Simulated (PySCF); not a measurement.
Compound: Ti(OiPr)Cl3, C3H7Cl3OTi (singlet state).
Geometry (PBE0-D3(BJ)/def2-SVP, Å), atoms numbered from 1 in this order:
```
atom  x, y, z in Å
Ti1   -1.0175   -0.3668   -2.0343
O2    -0.1633   -0.7249   -0.5973
C3     0.5260   -0.4241    0.6047
C4    -0.4938   -0.2509    1.7128
C5     1.3977    0.7955    0.3770
H6     1.1612   -1.3030    0.8134
H7    -1.1634    0.5912    1.4809
H8     0.0122   -0.0464    2.6677
H9    -1.1011   -1.1599    1.8271
H10    2.0778    0.6325   -0.4713
H11    0.7713    1.6740    0.1571
H12    1.9988    1.0095    1.2727
Cl13   0.4460    0.1854   -3.5561
Cl14  -2.2345    1.3937   -1.6121
Cl15  -2.2502   -2.0819   -2.5981
```

The computed photoelectron lines, unassigned: C 1s: 291.14 (area 2), 292.96 (area 1) eV; O 1s: 538.38 eV; Cl 1s: 2828.00 eV; Cl 2p3/2: 205.40 eV; Ti 2p3/2: 463.77 eV.

Method used: PySCF, delta-SCF UKS SCAN, pcX-2 on the ionised atom (unc-x2c-TZVPall on a metal), pcseg-1 elsewhere, spin-free X2C. Isolated species at its PBE0-D3(BJ)/def2-SVP geometry, gas phase. Metal 2p energies of this one-determinant scheme are less reliable than its 1s energies.

Problem. Assign the C 1s lines to atoms.

Solution. 291.14 eV: C4/C5 (carbon bonded to C and 3 H); 292.96 eV: C3 (carbon bonded to 2 C, O and H). Lowest listed C 1s: C4/C5, bonded to C and 3 H. Highest, 1.82 eV above it: C3, bonded to O, 2 C and H.

Bonded neighbours of each site: Ti1: O and 3 Cl; O2: C and Ti; C3: O, 2 C and H; C4/C5: C and 3 H; Cl13/Cl14/Cl15: Ti.

Problem. What is the longest wavelength that can ionise Cl 2p3/2 of Cl13/Cl14/Cl15 vertically?

Solution. λ = hc/E = 12398.42 eV Å / 205.40 eV = 60.362 Å.

One atom of each set of topologically equivalent atoms was ionised and stands for the set; in this conformer not all members are related by symmetry, and their own values weren't computed. Spin–orbit coupling isn't in the SCF: each 2p doublet comes from a relaxed spin-free hole plus a matrix of the shell (mean-field spin–orbit coupling and the ground-state 2p splitting), with 2p3/2 averaged over its two sublevels. 2p1/2 minus 2p3/2 (ligand field included): Ti 5.72 eV, Cl 1.65 eV. Satellites of the metal's 2p lines aren't described.

Hardware: one thread of an Arm Neoverse V2, shared host with 32 logical CPUs at a one-minute load of 16. Cost: 1.9 min of wall time, 0.90 GiB resident at most.
